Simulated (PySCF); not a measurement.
Computed shifts of a molecule C₃H₂ClF₃, PBE/pcSseg-1 in PySCF, GIAO, gas phase, atoms alike by connectivity averaged where their shifts nearly agree, in ppm (number of nuclei): ¹⁹F: -123.6 (1), -143.3 (1), -163.6 (1). ¹³C: 159.9 (1), 129.8 (1), 124.2 (1). ¹H: 7.30 (1), 6.51 (1). References: ¹⁹F against CFCl3 (σ = 133.6 ppm); ¹³C against TMS (σ = 182.0 ppm); ³⁵Cl against HCl (σ = 936.5 ppm); ¹H against TMS (σ = 31.49 ppm), references at their B3LYP-D3(BJ)/def2-TZVP geometries, non-relativistic (without spin–orbit terms, shifts of atoms bonded to Cl or Br come out too high). Geometry: B3LYP-D3(BJ)/def2-SVP. Other conformers were not sampled.

Question: Which structure fits?
A. F/C=C(/Cl)C(F)F
B. FC(F)(F)/C=C\Cl
C. FC1(F)C[C@]1(F)Cl
D. F[C@@H]1[C@@H](Cl)C1(F)F

Answer: A, F/C=C(/Cl)C(F)F
